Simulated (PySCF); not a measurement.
C₄H₁₃BSi₂.
SMILES with atom numbers: `[CH3:1][B:2]([CH3:3])[SiH:4]1[CH2:5][SiH2:6][CH2:7]1` (hydrogens: H8, H9, H10 on C1; H11, H12, H13 on C3; H14 on Si4; H15, H16 on C5; H17, H18 on Si6; H19, H20 on C7)

Cartesian coordinates in Å at the PBE0-D3(BJ)/def2-SVP level; atoms count from 1:
```
atom  x, y, z in Å
C1     1.2959    0.8606    1.3532
B2     1.3211   -0.3086    0.3088
C3     2.6671   -1.0207   -0.0551
Si4   -0.4183   -0.8450   -0.5949
C5    -1.0899    0.6053   -1.6701
Si6   -2.3062    0.9695   -0.2556
C7    -1.9546   -0.7154    0.5484
H8     0.3706    0.9490    1.9426
H9     1.3428    1.7827    0.7368
H10    2.1709    0.8919    2.0220
H11    2.7169   -1.4619   -1.0617
H12    2.7049   -1.8790    0.6493
H13    3.5706   -0.4220    0.1434
H14   -0.3408   -2.1426   -1.3487
H15   -0.3956    1.3985   -1.9818
H16   -1.6095    0.2289   -2.5666
H17   -1.8422    2.1082    0.5991
H18   -3.7261    1.2319   -0.6555
H19   -1.7957   -0.7503    1.6358
H20   -2.7269   -1.4572    0.2862
```

Level: PBE0/pcSseg-1 and B3LYP/def2-SVPD in PySCF, non-relativistic, on one gas-phase PBE0-D3(BJ)/def2-SVP geometry that isn't relaxed in the solvent. The solvent is an IEF-PCM continuum (cavity from Bondi-type radii × 1.2). Only the electrostatic response of the medium enters.

Gas phase at PBE0/pcSseg-1: HOMO -7.04 eV, LUMO -1.35 eV, dipole 0.94 D.

What does the continuum do to the energy, the frontier levels and the dipole at PBE0/pcSseg-1 in chloroform and acetone?

| solvent | ε | E(solvent) − E(gas) (kcal/mol) | polarisation term (kcal/mol) | distortion of the solute (kcal/mol) | HOMO (eV) | LUMO (eV) | dipole (D) |
| --- | --- | --- | --- | --- | --- | --- | --- |
| chloroform | 4.711 | -1.06 | -1.12 | 0.06 | -6.94 | -1.20 | 1.10 |
| acetone | 20.49 | -1.43 | -1.53 | 0.10 | -6.93 | -1.16 | 1.15 |

The polarisation term is half the interaction of the solute with the surface charges that it induces; the rest is the cost of distorting the solute's density. The sum is the electrostatic part of solvation alone. From chloroform to acetone the lowering changes by a factor 1.35, Onsager's factor (ε − 1)/(2ε + 1) by 1.30 and ε itself by 4.3.

Give the dipole vector in the frame of the coordinates (D, pointing from negative to positive charge), gas and acetone.

Gas (0.89, -0.10, 0.29), solvent (1.09, -0.11, 0.37). Its length changes by +23 % and its direction by less than 1°.

Which Hirshfeld charges (PBE0/pcSseg-1) respond most in acetone (means over atoms taken as equivalent)?

```tsv
atoms	environment	gas (e)	solvent (e)	change
H14	Si–H hydrogen	-0.089	-0.096	-0.007
H18	Si–H hydrogen	-0.083	-0.087	-0.004
B2	three-coordinate boron	+0.132	+0.136	+0.004
H17	Si–H hydrogen	-0.081	-0.084	-0.003
H15/H19	methylene hydrogen	+0.033	+0.036	+0.003
H16/H20	methylene hydrogen	+0.038	+0.039	+0.001
C1/C3	sp3 carbon bound to boron	-0.192	-0.193	-0.001
H8 (×6)	methyl hydrogen	+0.045	+0.046	+0.001
Si4	SiH silicon	+0.276	+0.277	+0.001
Si6	SiH2 silicon	+0.327	+0.326	-0.001
C5/C7	sp3 carbon bound to silicon	-0.255	-0.256	-0.001
```

Gas phase at B3LYP/def2-SVPD: HOMO -6.82 eV, LUMO -1.53 eV, dipole 0.95 D.

What does the continuum do to the energy, the frontier levels and the dipole at B3LYP/def2-SVPD in acetone?

```csv
solvent,ε,E(solvent) − E(gas) (kcal/mol),polarisation term (kcal/mol),distortion of the solute (kcal/mol),HOMO (eV),LUMO (eV),dipole (D)
acetone,20.49,-1.43,-1.58,0.15,-6.69,-1.31,1.21
```

How does the static polarisability (B3LYP/def2-SVPD, frozen core, with the continuum's full static response) change?

```tsv
medium	isotropic (au)	principal values (au)	⟨r²⟩ of the electrons (bohr²)
gas	117.1	99.8, 111.7, 139.9	1390.5
acetone	161.6	141.5, 156.5, 186.8	1391.1
```

The isotropic value in acetone is 1.38 times the gas-phase one; no cavity-field correction is applied. ⟨r²⟩ is taken about the centre of nuclear charge.
